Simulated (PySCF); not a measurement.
Ranking problems on computed properties.

All species are isolated and taken at one optimised geometry, non-relativistic unless stated; the electronic structure was computed with PySCF and density fitting.

Dipoles, sizes and rotational constants follow the conformer. The torsions of the flexible species, by atom-mapped SMILES:
- `[CH3:1][CH2:2][O:3][Si@H:4]([OH:5])[AsH2:6]`: C1–C2–O3–Si4 -82°, C2–O3–Si4–O5 67°, H–O5–Si4–O3 65°, H–As6–Si4–O3 -167°, H–As6–Si4–O3 -74°
- `[CH2:1]=[CH:2][CH2:3][O:4][C:5]([CH3:6])=[S:7]`: C1–C2–C3–O4 130°, C2–C3–O4–C5 177°, C3–O4–C5–C6 -179°
- `[CH3:1][N:2]([CH3:3])[B:4]1[O:5][BH:6][O:7][B:8]([PH2:9])[O:10]1`: C1–N2–B4–O5 179°, H–P9–B8–O7 141°, H–P9–B8–O7 44°
- `[CH2:1]=[CH:2][CH2:3][Ga@@H-:4]1[O:5][CH:6]=[CH:7][CH:8]=[O+:9]1`: C1–C2–C3–Ga4 97°, C2–C3–Ga4–O5 41°
- `[CH3:1][C:2](=[S:3])[CH:4]1[CH2:5][O:6][CH2:7]1`: C1–C2–C4–C5 -61°
- `[CH3:1][P:2]([CH3:3])(=[O:4])/[CH:5]=[CH:6]/[c:7]1[cH:8][cH:9][cH:10][cH:11][cH:12]1`: C1–P2–C5–C6 -125°, C5–C6–C7–C8 -2°

Question: Rank by electronic spatial extent ⟨r²⟩ about the centre of nuclear charge, lowest first (PBE0/def2-SVPD at PBE0-D3(BJ)/def2-SVP geometries).
A. `CC(=S)C1COC1`
B. `CCO[Si@H](O)[AsH2]`
C. `C=CCOC(C)=S`
D. `O1B(OBOB1N(C)C)P`
E. `C=C[CH2][Ga@@H-]1[O]C=CC=[O+]1`

Answer: A (987 bohr²), C (1250 bohr²), B (1338 bohr²), E (1444 bohr²), D (2073 bohr²).

Question: By how much do the two ends of that ranking differ?

Answer: By 1086 bohr², between `CN(C)B1OBOB(P)O1` and `CC(=S)C1COC1`.

Question: Rank by HOMO energy, lowest first (PBE0/def2-SVPD at PBE0-D3(BJ)/def2-SVP geometries).
A. `CCO[Si@H](O)[AsH2]`
B. `CN(C)B1OBOB(P)O1`
C. `C=C[CH2][Ga@@H-]1[O]C=CC=[O+]1`
D. `BCC#C`

Answer: D (-7.57 eV), A (-7.29 eV), B (-7.16 eV), C (-6.46 eV).

Question: Give the two extremes of that set in hartree.

Answer: `BCC#C`: -0.278 Eh; `C=C[CH2][Ga@@H-]1[O]C=CC=[O+]1`: -0.237 Eh.

Question: Rank by lowest singlet excitation, highest first (TDDFT PBE0/def2-SVPD at PBE0-D3(BJ)/def2-SVP geometries).
A. `BCC#C`
B. `CN(C)B1OBOB(P)O1`
C. `CCO[Si@H](O)[AsH2]`
D. `C1OCC1C(C)=S`
E. `C=CCOC(C)=S`

Answer: C (6.20 eV), B (5.84 eV), A (4.70 eV), E (3.43 eV), D (2.53 eV).

Question: Give the two extremes of that set as wavelengths.

Answer: `CC(=S)C1COC1`: 491 nm; `CCO[Si@H](O)[AsH2]`: 200 nm.

Question: Rank by smallest rotational constant, lowest first (PBE0-D3(BJ)/def2-SVP).
A. `CN(C)B1OBOB(P)O1`
B. `[Si-]#[S+]`
C. `c1(ccccc1)/C=C/P(C)(C)=O`
D. `BC#CC`
E. `C=C[CH2][Ga@@H-]1[O]C=CC=[O+]1`
F. `CC(=S)C1COC1`
G. `BC1=CC1`
H. `BCC#C`

Answer: C (0.315 GHz), A (0.521 GHz), E (0.942 GHz), F (1.245 GHz), D (3.465 GHz), H (4.081 GHz), G (5.375 GHz), B (9.002 GHz).

Question: By how much do the two ends of that ranking differ?

Answer: By 8.687 GHz, between `[Si-]#[S+]` and `CP(C)(=O)/C=C/c1ccccc1`.

Question: Rank by vertical ionisation energy, highest first (ΔSCF PBE0/def2-SVPD at PBE0-D3(BJ)/def2-SVP geometries).
A. `C=C[CH2][Ga@@H-]1[O]C=CC=[O+]1`
B. `B1(P)OB(OBO1)N(C)C`
C. `BCC#C`
D. `CCO[Si@H](O)[AsH2]`
E. `C=CCOC(C)=S`

Answer: C (9.90 eV), D (9.22 eV), B (9.03 eV), E (8.60 eV), A (8.19 eV).

Question: Give the two extremes of that set in kJ/mol.

Answer: `C=C[CH2][Ga@@H-]1[O]C=CC=[O+]1`: 790 kJ/mol; `BCC#C`: 955 kJ/mol.

Question: Rank by HOMO–LUMO gap, lowest first (PBE0/def2-SVPD at PBE0-D3(BJ)/def2-SVP geometries).
A. `C=CCOC(C)=S`
B. `CCO[Si@H](O)[AsH2]`
C. `BCC#C`
D. `C1C=[O+][Ga@@H-]([O]C=1)[CH2]C=C`
E. `CN(C)B1OBOB(P)O1`

Answer: D (4.34 eV), A (5.20 eV), C (5.97 eV), E (6.77 eV), B (7.31 eV).
